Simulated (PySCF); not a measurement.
Record of a relaxation.

C2H9B2N.
Atom-mapped SMILES: `[BH2:1][B:2]([CH3:3])[NH:4][CH3:5]` (hydrogens: H6, H7 on B1; H8, H9, H10 on C3; H11 on N4; H12, H13, H14 on C5)

Method: PySCF 2.14.0, PBE0-D3(BJ)/def2-SVP geometry optimisation, gas phase; density fitting, grid level 1; the optimiser is geomeTRIC in internal coordinates, started from a GFN2-xTB structure with every atom displaced at random (about 0.01 Å). 6 of its 8 geometries are shown. The frame can shift and turn from step to step; on so coarse a grid that alone can change the energy by a few meV, and forces under 0.02 eV/Å are noise.

Step 0: E = -5053.4266 eV, largest atomic force 2.263 eV/Å
```
atom  x, y, z in Å  |  force x, y, z in eV/Å
B1     -1.823    1.249   -0.002   -0.638   0.672  -0.271
B2     -0.547    0.284    0.231    2.080  -0.869   0.190
C3     -0.866   -1.251    0.584    1.058   0.520   0.580
N4      0.821    0.689    0.144   -2.028  -0.567   0.009
C5      1.990   -0.099    0.327    0.152   0.751   0.540
H6     -2.368    1.400   -1.055   -0.164  -0.073  -0.477
H7     -2.367    1.842    0.873   -0.264   0.241   0.578
H8     -0.413   -1.913   -0.163   -0.023  -0.177  -0.182
H9     -0.412   -1.519    1.571   -0.172   0.143  -0.416
H10    -1.914   -1.462    0.663   -0.978  -0.323  -0.033
H11     0.999    1.644   -0.067    0.266   0.847  -0.204
H12     2.611   -0.089   -0.563    0.459  -0.177  -0.472
H13     1.704   -1.109    0.568    0.014  -0.739   0.140
H14     2.579    0.318    1.162    0.238  -0.250   0.020
```

Step 1: E = -5053.5628 eV, largest atomic force 0.527 eV/Å
```
atom  x, y, z in Å  |  force x, y, z in eV/Å
B1     -1.853    1.280   -0.059    0.300  -0.252   0.033
B2     -0.508    0.264    0.206   -0.391   0.348   0.061
C3     -0.850   -1.282    0.374   -0.131  -0.110   0.018
N4      0.808    0.730    0.322    0.179   0.054  -0.142
C5      2.002   -0.052    0.533   -0.023  -0.095  -0.123
H6     -2.374    1.407   -1.145   -0.022   0.024  -0.077
H7     -2.426    1.832    0.856   -0.042   0.022   0.046
H8     -0.437   -1.856   -0.474   -0.031   0.007  -0.021
H9     -0.403   -1.703    1.287    0.065  -0.011   0.084
H10    -1.931   -1.507    0.423    0.137   0.067  -0.071
H11     1.000    1.717    0.170   -0.068  -0.163   0.080
H12     2.659   -0.059   -0.357   -0.040  -0.002   0.074
H13     1.730   -1.095    0.751    0.049   0.075  -0.015
H14     2.597    0.321    1.382    0.017   0.036   0.053
```

Step 3: E = -5053.5702 eV, largest atomic force 0.263 eV/Å
```
atom  x, y, z in Å  |  force x, y, z in eV/Å
B1     -1.844    1.268   -0.059   -0.147   0.081   0.000
B2     -0.518    0.279    0.228    0.141  -0.018   0.025
C3     -0.845   -1.275    0.393    0.072   0.004   0.031
N4      0.805    0.735    0.321   -0.095  -0.239  -0.053
C5      1.992   -0.060    0.515    0.071   0.144   0.113
H6     -2.334    1.394   -1.166    0.021   0.005   0.046
H7     -2.452    1.814    0.843   -0.003  -0.019  -0.047
H8     -0.433   -1.838   -0.463    0.016   0.005   0.007
H9     -0.390   -1.693    1.310   -0.053   0.032  -0.069
H10    -1.920   -1.497    0.426   -0.089  -0.038   0.030
H11     0.993    1.721    0.202    0.051   0.089  -0.008
H12     2.649   -0.052   -0.371    0.037   0.009  -0.045
H13     1.725   -1.104    0.716   -0.030  -0.019   0.003
H14     2.585    0.303    1.373    0.009  -0.035  -0.031
```

Step 4: E = -5053.5733 eV, largest atomic force 0.077 eV/Å
```
atom  x, y, z in Å  |  force x, y, z in eV/Å
B1     -1.847    1.268   -0.056   -0.012   0.011   0.009
B2     -0.516    0.274    0.226    0.035   0.025   0.028
C3     -0.857   -1.276    0.390    0.014   0.004  -0.004
N4      0.809    0.726    0.318   -0.020  -0.052  -0.052
C5      2.005   -0.054    0.518    0.003   0.018   0.026
H6     -2.337    1.396   -1.161    0.001   0.006   0.005
H7     -2.457    1.810    0.845   -0.011  -0.013  -0.015
H8     -0.448   -1.843   -0.465    0.005   0.003   0.003
H9     -0.406   -1.698    1.305   -0.006   0.001   0.001
H10    -1.935   -1.493    0.427   -0.014  -0.006   0.007
H11     0.996    1.714    0.194    0.003   0.014   0.005
H12     2.662   -0.044   -0.369    0.009   0.002  -0.006
H13     1.745   -1.100    0.724   -0.003  -0.008  -0.003
H14     2.597    0.316    1.373   -0.003  -0.005  -0.004
```

Step 6: E = -5053.5744 eV, largest atomic force 0.026 eV/Å
```
atom  x, y, z in Å  |  force x, y, z in eV/Å
B1     -1.854    1.261   -0.051    0.011   0.001  -0.006
B2     -0.510    0.282    0.227   -0.019  -0.001   0.002
C3     -0.858   -1.267    0.398   -0.006   0.007  -0.007
N4      0.817    0.726    0.300    0.006   0.025   0.003
C5      2.011   -0.054    0.513   -0.001  -0.015  -0.009
H6     -2.329    1.401   -1.161    0.002   0.000  -0.006
H7     -2.496    1.766    0.847    0.001  -0.006   0.014
H8     -0.450   -1.837   -0.456    0.001  -0.005   0.004
H9     -0.409   -1.685    1.314    0.002  -0.003   0.009
H10    -1.937   -1.482    0.438    0.010   0.003  -0.003
H11     1.007    1.714    0.180   -0.004  -0.012  -0.009
H12     2.678   -0.044   -0.368   -0.004   0.003   0.006
H13     1.748   -1.100    0.715    0.003   0.004  -0.005
H14     2.595    0.315    1.374   -0.002   0.002   0.006
```

Step 7: E = -5053.5746 eV, largest atomic force 0.027 eV/Å
```
atom  x, y, z in Å  |  force x, y, z in eV/Å
B1     -1.855    1.259   -0.051   -0.002  -0.003  -0.007
B2     -0.510    0.284    0.226   -0.013  -0.009   0.002
C3     -0.856   -1.265    0.401   -0.006   0.003  -0.004
N4      0.818    0.727    0.295    0.009   0.023   0.011
C5      2.011   -0.053    0.511   -0.001  -0.009  -0.008
H6     -2.327    1.405   -1.161    0.003   0.001  -0.003
H7     -2.504    1.753    0.849    0.005  -0.002   0.011
H8     -0.446   -1.838   -0.450    0.001  -0.004   0.004
H9     -0.409   -1.680    1.320    0.000   0.001   0.005
H10    -1.936   -1.481    0.439    0.006   0.002  -0.004
H11     1.008    1.715    0.174   -0.001  -0.007  -0.012
H12     2.681   -0.042   -0.368   -0.002   0.003   0.004
H13     1.748   -1.100    0.709    0.002   0.002  -0.004
H14     2.591    0.313    1.375   -0.001   0.000   0.004
```

Task: Summarise the path.

Result: The energy falls by 3.41 kcal/mol from step 0 to step 7; nine tenths of that is first reached at step 1. It falls at every step. The largest force goes from 2.263 to 0.027 eV/Å. Among the bonds B1–B2 changes most, from 1.617 to 1.684 Å; the atoms move by 0.080 Å rms after alignment.

Task: Follow the three bonds and two angles with the largest change from start to end.

Result: 
```csv
step,E above end (kcal/mol),largest force (eV/Å),B1–B2 (Å),C3–H10 (Å),B2–N4 (Å),N4–C5–H14 (°),H8–C3–H10 (°)
0,3.41,2.263,1.617,1.072,1.429,109.1,109.6
1,0.27,0.527,1.706,1.106,1.401,112.1,107.1
2,0.12,0.187,1.692,1.101,1.403,111.7,106.8
3,0.10,0.263,1.679,1.098,1.403,111.5,106.6
4,0.03,0.077,1.685,1.101,1.403,111.8,106.7
5,0.02,0.036,1.685,1.101,1.403,111.8,106.7
6,0.00,0.026,1.685,1.101,1.402,111.9,106.8
7,0.00,0.027,1.684,1.101,1.402,111.9,106.8
```

What follows is the cost of the whole optimisation. On one thread, Arm Neoverse V1 (aarch64), shared host with 32 logical CPUs at a one-minute load of 29, this took 43 s and 0.47 GiB of memory at its peak.
